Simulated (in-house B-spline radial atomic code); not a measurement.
Radial electron density of Ca8+, [Ne] 3p2. Computed with an all-electron radial atomic-structure program (B-spline basis): Dirac-Hartree-Fock, average of configuration, Fermi nucleus of rms radius 3.4776 fm.

Columns: r (bohr), 4πr²n(r) (electrons per bohr), bar.

```
 0.00284   0.5104 #
 0.00339   0.7087 #
 0.00403   0.9726 ##
  0.0048    1.333 ##
 0.00571    1.812 ###
  0.0068    2.452 #####
 0.00809    3.284 ######
 0.00963     4.36 ########
  0.0115    5.749 ###########
  0.0137    7.447 ##############
  0.0163    9.471 #################
  0.0193    11.75 ######################
   0.023    14.35 ###########################
  0.0274    17.06 ################################
  0.0326    19.62 ####################################
  0.0388    21.75 ########################################
  0.0462    23.11 ###########################################
   0.055    23.41 ###########################################
  0.0655    22.57 ##########################################
   0.078    20.81 ######################################
  0.0928    18.72 ###################################
    0.11    17.15 ################################
   0.132    16.85 ###############################
   0.157    18.21 ##################################
   0.186    20.64 ######################################
   0.222    23.07 ###########################################
   0.264    23.83 ############################################
   0.314    21.99 #########################################
   0.374    17.65 #################################
   0.445     12.2 #######################
    0.53    7.358 ##############
   0.631    4.331 ########
   0.751    3.077 ######
   0.894    2.685 #####
    1.06    2.278 ####
    1.27    1.535 ###
    1.51   0.7842 #
     1.8   0.2802 #
    2.14  0.06827 
    2.54  0.01069 
    3.03 0.0009078 
     3.6 4.279e-05
```

On this grid the curve has 2 maxima, near 0.055, 0.264 bohr.

The 2p1/2 radial function P(r) = rR(r), positive near the nucleus, with its small component Q(r) (sign convention: Q ≈ (P' + κP/r)/2c):

```json
{"r (bohr)": "0.00239", "P": "0.001957", "Q": "0.006646"}
{"r (bohr)": "0.00339", "P": "0.003596", "Q": "0.009267"}
{"r (bohr)": "0.0048", "P": "0.006685", "Q": "0.01283"}
{"r (bohr)": "0.0068", "P": "0.01255", "Q": "0.01763"}
{"r (bohr)": "0.00963", "P": "0.02363", "Q": "0.02396"}
{"r (bohr)": "0.0137", "P": "0.04473", "Q": "0.03217"}
{"r (bohr)": "0.0193", "P": "0.08238", "Q": "0.04194"}
{"r (bohr)": "0.0274", "P": "0.1511", "Q": "0.05333"}
{"r (bohr)": "0.0388", "P": "0.2683", "Q": "0.06483"}
{"r (bohr)": "0.055", "P": "0.4582", "Q": "0.07421"}
{"r (bohr)": "0.078", "P": "0.739", "Q": "0.07796"}
{"r (bohr)": "0.11", "P": "1.095", "Q": "0.07257"}
{"r (bohr)": "0.157", "P": "1.471", "Q": "0.05591"}
{"r (bohr)": "0.222", "P": "1.696", "Q": "0.03226"}
{"r (bohr)": "0.314", "P": "1.612", "Q": "0.009719"}
{"r (bohr)": "0.445", "P": "1.181", "Q": "-0.00337"}
{"r (bohr)": "0.631", "P": "0.6055", "Q": "-0.0054"}
{"r (bohr)": "0.894", "P": "0.1905", "Q": "-0.002474"}
{"r (bohr)": "1.27", "P": "0.03035", "Q": "-0.0004678"}
{"r (bohr)": "1.8", "P": "0.002226", "Q": "-3.35e-05"}
```
